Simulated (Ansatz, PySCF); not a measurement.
Spin states of MoO2 (SMILES [O]=[Mo]=[O]), each relaxed with B3LYP-D3(BJ)/def2-TZVP.
State 1 (charge 0, multiplicity 3):
```xyz
3

Mo     0.3534    -0.2941     0.3576
O      0.8978     0.3425    -1.1178
O     -1.2843    -0.0009     0.6898
```
State 2 (charge 0, multiplicity 1):
| atom | x (Å) | y (Å) | z (Å) |
|---|---|---|---|
| Mo | 0.3960 | -0.3302 | 0.4021 |
| O | 0.7991 | 0.3484 | -1.0760 |
| O | -1.2282 | 0.0293 | 0.6035 |

Singlets are restricted, other states unrestricted; no spin–orbit coupling, no relativity up to Kr; see below for the cores. The largest T1 diagnostic is 0.112.

Correlated levels freeze the inner cores; with def2 sets outer-core shells near the valence are correlated too.

The values were computed with Ansatz (Gaussian basis) for Hartree–Fock, density functionals and correlated methods; PySCF for the dispersion terms. Each number belongs to the level named beside it. In def2 rows elements past Kr take small-core potentials, without spin–orbit coupling.

Predict the energy of the multiplicity-1 state less that of the multiplicity-3 state from B3LYP/def2-TZVPP.

12.8 kcal/mol

Estimate the energy of the multiplicity-1 state less that of the multiplicity-3 state that B2PLYP-D4/def2-TZVPP returns for this input.

9.6 kcal/mol

Predict the energy of the multiplicity-1 state less that of the multiplicity-3 state from PBE-D4/def2-TZVPP.

11.5 kcal/mol

Doubts at one or more of the structures used: a restricted determinant that unrestricted orbitals would lower (B2PLYP-D4/def2-TZVPP).

Ansatz is a first-principles code.
